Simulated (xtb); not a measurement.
C₄H₅, charge -1, singlet, from a rough starting geometry; xtb with GFN2-xTB.

The xtb input:
```
$ xtb mol.xyz --gfn 2 --chrg -1 --opt vtight --json

# file mol.xyz
9

C      0.07488387     1.13517510     0.17936362
C      0.13850783    -1.12445087     0.15816566
C      0.91646067    -0.01763312    -0.44184668
C     -0.64722070     0.00601684    -0.46305347
H      0.09403796     1.25056265     1.27773790
H      0.15838971     2.12483484    -0.32715039
H      0.10844208    -1.25818977     1.28895452
H      0.21283977    -2.05834829    -0.40542500
H     -1.26489536     0.01113059    -1.31499428
```

Problem. Write the output that xtb gives for this input, abridged.

Solution. 
```
   ID    Z sym.   atoms
    1    6 C      1-4
    2    1 H      5-9

           -------------------------------------------------
          |                Calculation Setup                |
           -------------------------------------------------

           -------------------------------------------------
          |                 G F N 2 - x T B                 |
           -------------------------------------------------

          ...................................................
          :                      SETUP                      :
          :.................................................:
          :  # basis functions                  21          :
          :  # atomic orbitals                  21          :
          :  # shells                           13          :
          :  # electrons                        22          :
          :  max. iterations                   250          :
          :  Hamiltonian                  GFN2-xTB          :
          :  restarted?                      false          :
          :  GBSA solvation                  false          :
          :  PC potential                    false          :
          :  electronic temp.          300.0000000     K    :
          :  accuracy                    1.0000000          :
          :  -> integral cutoff          0.2500000E+02      :
          :  -> integral neglect         0.1000000E-07      :
          :  -> SCF convergence          0.1000000E-05 Eh   :
          :  -> wf. convergence          0.1000000E-03 e    :
          :  Broyden damping             0.4000000          :
          :  net charge                         -1          :
          :  unpaired electrons                  0          :
          ...................................................

 iter      E             dE          RMSdq      gap      omega  full diag
   1    -11.1906474 -0.111906E+02  0.403E+00    5.74       0.0  T
   2    -11.2484223 -0.577749E-01  0.313E+00    4.85       1.0  T
   3    -11.2743253 -0.259030E-01  0.150E+00    5.33       1.0  T
   4    -11.2741964  0.128894E-03  0.499E-01    5.42       1.0  T
   5    -11.2748111 -0.614630E-03  0.149E-01    5.50       1.0  T
   6    -11.2748459 -0.348610E-04  0.609E-02    5.50       1.0  T
   7    -11.2748433  0.258801E-05  0.307E-02    5.51       1.1  T
   8    -11.2748510 -0.763115E-05  0.592E-03    5.51       5.6  T
   9    -11.2748509  0.405666E-07  0.455E-03    5.51       7.3  T
  10    -11.2748510 -0.664649E-07  0.114E-03    5.51      29.1  T
  11    -11.2748510 -0.987196E-08  0.326E-04    5.51     102.3  T
  12    -11.2748510 -0.703313E-09  0.660E-05    5.51     505.0  T

   *** convergence criteria satisfied after 12 iterations ***

         :::::::::::::::::::::::::::::::::::::::::::::::::::::
         ::                     SUMMARY                     ::
         :::::::::::::::::::::::::::::::::::::::::::::::::::::
         :: total energy             -11.121947558135 Eh    ::
         :: gradient norm              0.068201132810 Eh/a0 ::
         :: HOMO-LUMO gap              5.510247579680 eV    ::
         ::.................................................::
         :: SCC energy               -11.274850383315 Eh    ::
         :: -> isotropic ES            0.129343891589 Eh    ::
         :: -> anisotropic ES          0.004357766900 Eh    ::
         :: -> anisotropic XC          0.003974074146 Eh    ::
         :: -> dispersion             -0.005219627316 Eh    ::
         :: repulsion energy           0.152902825179 Eh    ::
         :: add. restraining           0.000000000000 Eh    ::
         :: total charge              -1.000000000000 e     ::
         :::::::::::::::::::::::::::::::::::::::::::::::::::::

      -----------------------------------------------------------
     |                   =====================                   |
     |                        A N C O P T                        |
     |                   =====================                   |
     |               Approximate Normal Coordinate               |
     |                Rational Function Optimizer                |
      -----------------------------------------------------------
      -----------------------------------------------------------
     |                   =====================                   |
     |                        A N C O P T                        |
     |                   =====================                   |
     |               Approximate Normal Coordinate               |
     |                Rational Function Optimizer                |
      -----------------------------------------------------------

          ...................................................
          :                      SETUP                      :
          :.................................................:
          :   optimization level         verytight          :
          :   max. optcycles                   200          :
          :   ANC micro-cycles                  20          :
          :   degrees of freedom                21          :
          :.................................................:
          :   RF solver                   davidson          :
          :   write xtbopt.log                true          :
          :   linear?                        false          :
          :   energy convergence         0.1000000E-06 Eh   :
          :   grad. convergence          0.2000000E-03 Eh/α :
          :   maxmium RF displ.          1.0000000          :
          :   Hlow (freq-cutoff)         0.1000000E-01      :
          :   Hmax (freq-cutoff)         5.0000000          :
          :   S6 in model hess.         20.0000000          :
          ...................................................

generating ANC from exact Hessian ...
Using Lindh-Hessian (1995)
 Shifting diagonal of input Hessian by    0.0000000000000000
 Lowest  eigenvalues of input Hessian
[...]
 * total energy  :   -11.1219476 Eh     change       -0.3274003E-10 Eh
 * total energy  :   -11.1310717 Eh     change       -0.9124177E-02 Eh
 * total energy  :   -11.1327758 Eh     change       -0.1704055E-02 Eh
 * total energy  :   -11.1339822 Eh     change       -0.1206394E-02 Eh
 * total energy  :   -11.1343276 Eh     change       -0.3453973E-03 Eh
 * total energy  :   -11.1345472 Eh     change       -0.2196444E-03 Eh
 * total energy  :   -11.1345780 Eh     change       -0.3075938E-04 Eh
 * total energy  :   -11.1345854 Eh     change       -0.7378241E-05 Eh
 * total energy  :   -11.1345863 Eh     change       -0.9391743E-06 Eh
 * total energy  :   -11.1345864 Eh     change       -0.1230025E-06 Eh
 * total energy  :   -11.1345864 Eh     change       -0.1610333E-07 Eh
   *** GEOMETRY OPTIMIZATION CONVERGED AFTER 11 ITERATIONS ***
[...]
   1    -11.2877455 -0.112877E+02  0.618E-05    6.71       0.0  T
   2    -11.2877455 -0.116778E-10  0.352E-05    6.71     947.9  T
   3    -11.2877455 -0.968292E-11  0.163E-05    6.71    2045.3  T

   *** convergence criteria satisfied after 3 iterations ***

         :::::::::::::::::::::::::::::::::::::::::::::::::::::
         ::                     SUMMARY                     ::
         :::::::::::::::::::::::::::::::::::::::::::::::::::::
         :: total energy             -11.134586442325 Eh    ::
         :: gradient norm              0.000040786013 Eh/a0 ::
         :: HOMO-LUMO gap              6.706334889003 eV    ::
         ::.................................................::
         :: SCC energy               -11.287744844640 Eh    ::
         :: -> isotropic ES            0.124381176294 Eh    ::
         :: -> anisotropic ES          0.004449850803 Eh    ::
         :: -> anisotropic XC          0.003870548459 Eh    ::
         :: -> dispersion             -0.005281822515 Eh    ::
         :: repulsion energy           0.153158402316 Eh    ::
         :: add. restraining           0.000000000000 Eh    ::
         :: total charge              -1.000000000000 e     ::
         :::::::::::::::::::::::::::::::::::::::::::::::::::::

           -------------------------------------------------
          |                Property Printout                |
           -------------------------------------------------

    * Orbital Energies and Occupations

         #    Occupation            Energy/Eh            Energy/eV
      -------------------------------------------------------------
         1        2.0000           -0.3922537             -10.6738
         2        2.0000           -0.3468793              -9.4391
         3        2.0000           -0.3228105              -8.7841
         4        2.0000           -0.3052226              -8.3055
         5        2.0000           -0.2749254              -7.4811
         6        2.0000           -0.2491925              -6.7809
         7        2.0000           -0.2085068              -5.6738
         8        2.0000           -0.2030965              -5.5265
         9        2.0000           -0.1566618              -4.2630
        10        2.0000           -0.1123574              -3.0574
        11        2.0000           -0.0832748              -2.2660 (HOMO)
        12                          0.1631785               4.4403 (LUMO)
        13                          0.2551108               6.9419
        14                          0.3058288               8.3220
        15                          0.3438245               9.3559
        16                          0.3469957               9.4422
        17                          0.4192493              11.4084
        18                          0.4464269              12.1479
        19                          0.5071892              13.8013
        20                          0.5285405              14.3823
        21                          0.6937916              18.8790
      -------------------------------------------------------------
                  HL-Gap            0.2464533 Eh            6.7063 eV
             Fermi-level            0.0399518 Eh            1.0871 eV

     #   Z          covCN         q      C6AA      α(0)
     1   6 C        3.947    -0.044    21.291     6.557
     2   6 C        3.947    -0.044    21.291     6.557
     3   6 C        2.920    -0.352    38.091    10.121
     4   6 C        3.857    -0.050    21.437     6.585
     5   1 H        0.922    -0.104     5.689     3.730
     6   1 H        0.923    -0.096     5.439     3.647
     7   1 H        0.922    -0.104     5.689     3.730
     8   1 H        0.923    -0.096     5.439     3.647
     9   1 H        0.925    -0.110     5.925     3.806

 Mol. C6AA /au·bohr⁶  :       1014.288449
 Mol. C8AA /au·bohr⁸  :      22126.316483
 Mol. α(0) /au        :         48.380377

Wiberg/Mayer (AO) data.
largest (>0.10) Wiberg bond orders for each atom

 ---------------------------------------------------------------------------
     #   Z sym  total        # sym  WBO       # sym  WBO       # sym  WBO
 ---------------------------------------------------------------------------
     1   6 C    3.887 --     4 C    0.996     6 H    0.971     5 H    0.955
                             3 C    0.934
     2   6 C    3.887 --     4 C    0.996     8 H    0.971     7 H    0.955
                             3 C    0.934
     3   6 C    2.829 --     1 C    0.934     2 C    0.934     4 C    0.906
     4   6 C    3.872 --     2 C    0.996     1 C    0.996     9 H    0.954
                             3 C    0.906
     5   1 H    0.989 --     1 C    0.955
     6   1 H    0.991 --     1 C    0.971
     7   1 H    0.989 --     2 C    0.955
     8   1 H    0.991 --     2 C    0.971
     9   1 H    0.988 --     4 C    0.954
 ---------------------------------------------------------------------------

Topologies differ in total number of bonds
Writing topology from bond orders to xtbtopo.mol

molecular dipole:
                 x           y           z       tot (Debye)
 q only:       -0.420      -0.023       0.258
   full:       -1.257      -0.036       0.628       3.574
molecular quadrupole (traceless):
                xx          xy          yy          xz          yz          zz
 q only:        1.289       0.031      -2.211      -0.048      -0.030       0.923
  q+dip:       -1.312      -0.064      -0.315       2.164       0.016       1.628
   full:       -1.804      -0.078       0.224       2.340       0.025       1.580

optimized geometry written to: xtbopt.xyz

           -------------------------------------------------
          | TOTAL ENERGY              -11.134586442325 Eh   |
          | GRADIENT NORM               0.000040786013 Eh/α |
          | HOMO-LUMO GAP               6.706334889003 eV   |
           -------------------------------------------------
```
